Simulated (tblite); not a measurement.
Compound: C7H5O (doublet state).
Structure used (GFN2-xTB), in Å, numbered top down from 1:
```
atom  x, y, z in Å
O1    -2.690    0.148   -0.151
C2    -1.350   -0.089   -0.121
C3    -0.908   -1.371   -0.435
C4     0.449   -1.675   -0.421
C5     1.310   -0.714   -0.102
C6     0.861    0.581    0.214
C7    -0.438    0.943    0.220
C8     2.319    0.312    0.247
H9    -2.866    1.066    0.087
H10   -1.646   -2.116   -0.687
H11   -0.798    1.936    0.461
H12    2.940    0.726   -0.542
H13    2.814    0.254    1.211
```

Structure optimised with GFN2-xTB, isolated species. This method treats the open shell by occupation alone, without spin polarisation.

Masses are those of the commonest isotopes; rigid-rotor values at the optimised geometry. The values belong to one conformer with, in the numbering `[OH:1][c:2]1[cH:3][c:4][c:5]2[c:6]([cH:7]1)[CH2:8]2`, H–O1–C2–C3 180°.

**Question.** What are A, B and C (MHz)?

**Answer.** Ia = 92.59, Ib = 275.27, Ic = 364.52 u·Å²; 505379 MHz·u·Å²/I gives A = 5458, B = 1836, C = 1386 MHz.

**Question.** Classify the top.

**Answer.** An asymmetric top. Ray's parameter κ = (2B − A − C)/(A − C) = -0.779; −1 is the prolate and +1 the oblate limit.

**Question.** What does the inertial defect say?

**Answer.** Not planar: Δ = Ic − Ia − Ib = -3.34 u·Å². For a rigid frame Δ = −2 Σ m c², so Σ m c² = 1.67 u·Å² lies off the ab plane, practically all of it from hydrogen. The atom farthest from that plane is 0.91 Å away.

**Question.** Give the other two planar moments, Paa and Pbb, and the rms extents of the mass along the axes.

**Answer.** Paa = Σ m a² = (Ib + Ic − Ia)/2 = 273.60 and Pbb = Σ m b² = (Ia + Ic − Ib)/2 = 90.93 u·Å². With the mass M = 105.03 u, the rms extents √(P/M) along a, b and c are 1.61, 0.93, 0.13 Å.

**Question.** Estimate the classical rotational partition function at 50 K, 200 K and 298.15 K.

**Answer.** Point group Cs, symmetry number σ = 1; q = (√π/σ)·√((kT/h)³/(ABC)), k/h = 20836.6 MHz/K: 16000 at 50 K, 128000 at 200 K, 233000 at 298.15 K.

For this open shell read J as N, the rotation without spin; fine and hyperfine splittings come on top. Its GFN2-xTB frequencies are all real (lowest 169 cm⁻¹). Constants of a rigid frame at the computed geometry: no zero-point averaging, no centrifugal distortion.
